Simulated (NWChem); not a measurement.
Species: HSeF; SMILES F[SeH]

Results from NWChem. Structure relaxed at the B3LYP/6-31G* (spherical d) level. Vertical excitations in the gas phase; the lowest state need not have the same character in each row.

```
level                            lowest excitation, singlet (eV)  oscillator strength of that lowest state  lowest state with f > 0.02, singlet (eV)  orbital gap (eV)
-------------------------------  -------------------------------  ----------------------------------------  ----------------------------------------  ----------------
PBE/def2-SVPD, full TDDFT                                   2.90                                     0.000                                      5.06              2.52
B3LYP/def2-SVPD, full TDDFT                                    …                                     0.000                                         …                 …
PBE0/def2-SVPD, full TDDFT                                  3.05                                     0.000                                      7.36              4.84
BHandHLYP/def2-SVPD, full TDDFT                             3.13                                     0.000                                      7.62              7.02
```

Task: What belongs in the gaps?

Result: 
- B3LYP/def2-SVPD, full TDDFT, lowest excitation, singlet (eV): 2.99
- B3LYP/def2-SVPD, full TDDFT, lowest state with f > 0.02, singlet (eV): 7.15
- B3LYP/def2-SVPD, full TDDFT, orbital gap (eV): 4.34
